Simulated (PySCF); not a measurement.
TiI2, SMILES [I][Ti][I] (connectivity only; charge and spin as stated), neutral, multiplicity 3.

Geometry optimised at B3LYP-D3(BJ)/def2-SVP. The spin state was assumed, not searched. The def2 effective core potentials stand for the cores of I; spin–orbit coupling is left out.

These are B3LYP-D3(BJ)/def2-SVP (PySCF) values and carry that method's errors.

Frequencies are harmonic and unscaled.

Modes within 1.5 cm⁻¹ of each other (mostly degenerate sets) share a row, with their intensities summed.

```csv
mode,ν (cm⁻¹),IR (km/mol),moving atoms (share of kinetic energy)
1–2,26,18.3,"Ti 84 %, I 16 %"
3,143,0.0,I 100 %
4,340,150.1,"Ti 84 %, I 16 %"
```
